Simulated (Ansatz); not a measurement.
Diatomic TaS, multiplicity 4 (an upper state: multiplicity 2 came lower at CCSD(T)/def2-TZVPP on PBE0 minima). No spin–orbit coupling.

Seven points along R, fitted to fifth degree in 1/R; most abundant isotopes. Runs in def2 and cc sets follow the lowest solution found near the PBE0 minimum.

Run with Ansatz (a program for electronic structure) with Gaussian orbitals. Each number belongs to the level named beside it. In def2 rows elements past Kr take small-core potentials, without spin–orbit coupling.

```
level               r_e (Å)  ω_e (cm⁻¹)  B_e (cm⁻¹)  ω_e x_e (cm⁻¹)  dipole (D)
------------------  -------  ----------  ----------  --------------  ----------
PBE/def2-TZVPP        2.149         518       0.134             1.3        4.10
PBE0/def2-TZVPP       2.135         539       0.136             1.2        4.76
wB97X-V/def2-TZVPP    2.130         555       0.137             1.1        5.37
CCSD/def2-TZVPP       2.144         544       0.135             1.2           -
CCSD(T)/def2-TZVPP    2.153         531       0.134             1.2           -
```

Correlated levels freeze the inner cores; with def2 sets outer-core shells near the valence are correlated too.

Doubts at one or more of the structures used: a spin-contaminated determinant (CCSD/def2-TZVPP, CCSD(T)/def2-TZVPP).
